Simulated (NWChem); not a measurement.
Everything below was run with NWChem. System: H6BP, charge 0, spin multiplicity 1, at a geometry optimised with B3LYP/def2-SVP. The structure started from a generated list of species. Level: RHF/def2-TZVP.

Input file:

```
start mol
memory heap 200 mb stack 900 mb global 1100 mb
geometry units angstroms nocenter noautoz
  B     -0.859792     1.096687     0.000000
  H     -0.569331     1.686608     1.026238
  H     -0.569331     1.686608    -1.026238
  H     -1.968347     0.590093     0.000000
  P      0.342594    -0.437011     0.000000
  H      1.739077    -0.192748     0.000000
  H      0.263993    -1.349413    -1.082218
  H      0.263993    -1.349413     1.082218
  symmetry group Cs
end
basis spherical
  * library def2-tzvp
end
scf
  rhf
  nopen 0
  maxiter 100
  thresh 1e-7
  semidirect memsize 60000000 filesize 0
end
task scf energy
```

Part of the output:

```
             Northwest Computational Chemistry Package (NWChem) 7.3.0
             --------------------------------------------------------

                                NWChem Input Module
                                -------------------

 Scaling coordinates for geometry "geometry" by  1.889725989
 (inverse scale =  0.529177249)

 Turning off AUTOSYM since
 SYMMETRY directive was detected!

                             Geometry "geometry" -> ""
                             -------------------------

 Output coordinates in angstroms (scale by  1.889725989 to convert to a.u.)

  No.       Tag          Charge          X              Y              Z
 ---- ---------------- ---------- -------------- -------------- --------------
    1 B                    5.0000    -0.85979200     1.09668700     0.00000000
    2 H                    1.0000    -0.56933100     1.68660800     1.02623800
    3 H                    1.0000    -0.56933100     1.68660800    -1.02623800
    4 H                    1.0000    -1.96834700     0.59009300     0.00000000
    5 P                   15.0000     0.34259400    -0.43701100     0.00000000
    6 H                    1.0000     1.73907700    -0.19274800     0.00000000
    7 H                    1.0000     0.26399300    -1.34941300    -1.08221800
    8 H                    1.0000     0.26399300    -1.34941300     1.08221800

 Effective nuclear repulsion energy (a.u.)      58.7615924541

            Nuclear Dipole moment (a.u.)
            ----------------------------
        X                 Y               Z
 ---------------- ---------------- ----------------
     0.0000075589     0.0000094486     0.0000000000

      Symmetry information
      --------------------

 Group name             Cs
 Group number              2
 Group order               2
 No. of unique centers     6

      Symmetry unique atoms

     1    2    4    5    6    7


 Summary of "ao basis" -> "" (spherical)
 ------------------------------------------------------------------------------
       Tag                 Description            Shells   Functions and Types
[...]
     8      0.268681  1 B  pz                11      0.229268  1 B  pz
    33      0.208239  2 H  s                 39     -0.208239  3 H  s
    34      0.151255  2 H  s                 40     -0.151255  3 H  s

 Vector   14  Occ=0.000000D+00  E= 1.122582D-01  Symmetry=a'
              MO Center=  5.1D-01, -6.5D-01, -6.1D-12, r^2= 6.6D+00
   Bfn.  Coefficient  Atom+Function         Bfn.  Coefficient  Atom+Function
  ----- ------------  ---------------      ----- ------------  ---------------
    54      3.100829  5 P  s                  5     -2.047314  1 B  s
    89     -0.691580  6 H  s                 95     -0.691373  7 H  s
   101     -0.691373  8 H  s                 13      0.650040  1 B  py
    12     -0.509640  1 B  px                10      0.452983  1 B  py
     9     -0.355165  1 B  px                34      0.344302  2 H  s

 Vector   15  Occ=0.000000D+00  E= 1.400511D-01  Symmetry=a'
              MO Center=  5.1D-01, -4.0D-01,  3.2D-09, r^2= 4.9D+00
   Bfn.  Coefficient  Atom+Function         Bfn.  Coefficient  Atom+Function
  ----- ------------  ---------------      ----- ------------  ---------------
    89      1.662804  6 H  s                 67     -1.370423  5 P  px
    68     -1.074154  5 P  py                95     -0.831689  7 H  s
   101     -0.831689  8 H  s                 12      0.519796  1 B  px
    13      0.407810  1 B  py                46      0.215544  4 H  s

 Vector   16  Occ=0.000000D+00  E= 1.400540D-01  Symmetry=a"
              MO Center=  2.7D-01, -5.9D-01, -4.9D-09, r^2= 4.9D+00
   Bfn.  Coefficient  Atom+Function         Bfn.  Coefficient  Atom+Function
  ----- ------------  ---------------      ----- ------------  ---------------
    69      1.741150  5 P  pz                95      1.440180  7 H  s
   101     -1.440180  8 H  s                 14     -0.660668  1 B  pz
    34      0.186924  2 H  s                 40     -0.186924  3 H  s
    66      0.171784  5 P  pz                63      0.159228  5 P  pz

 center of mass
 --------------
 x =   0.01177150 y =  -0.01502909 z =   0.00000000

 moments of inertia (a.u.)
 ------------------
         119.378823035020          68.485270346768           0.000000000000
          68.485270346768          85.713439294384           0.000000000000
           0.000000000000           0.000000000000         173.070302224922

  Mulliken analysis of the total density
  --------------------------------------

    Atom       Charge   Shell Charges
 -----------   ------   -------------------------------------------------------
    1 B    5     5.33   0.91  1.07  0.43  0.52  0.05  0.99  1.11  0.15  0.04  0.07  0.01
    2 H    1     1.04   0.25  0.52  0.25  0.01
    3 H    1     1.04   0.25  0.52  0.25  0.01
    4 H    1     1.04   0.25  0.52  0.25  0.01
    5 P   15    14.79   2.01  0.53  1.44  0.96  0.57  4.17  1.69  0.71  1.83  0.56  0.10  0.20  0.02
    6 H    1     0.93   0.24  0.53  0.14  0.02
    7 H    1     0.93   0.24  0.53  0.14  0.02
    8 H    1     0.93   0.24  0.53  0.14  0.02

       Multipole analysis of the density wrt the origin
       ------------------------------------------------

     L   x y z        total         open         nuclear
     -   - - -        -----         ----         -------
     0   0 0 0     -0.000000      0.000000     26.000000

     1   1 0 0      1.059878      0.000000      0.000008
     1   0 1 0     -1.351938      0.000000      0.000009
     1   0 0 1      0.000000      0.000000      0.000000

     2   2 0 0    -18.838565      0.000000     46.935248
     2   1 1 0      1.511324      0.000000    -39.603220
     2   1 0 1     -0.000000      0.000000      0.000000
     2   0 2 0    -19.581462      0.000000     66.403143
     2   0 1 1     -0.000000      0.000000      0.000000
     2   0 0 2    -17.653848      0.000000     15.886667

 Task  times  cpu:        1.3s     wall:        1.3s

 Total times  cpu:        1.3s     wall:        1.3s
```
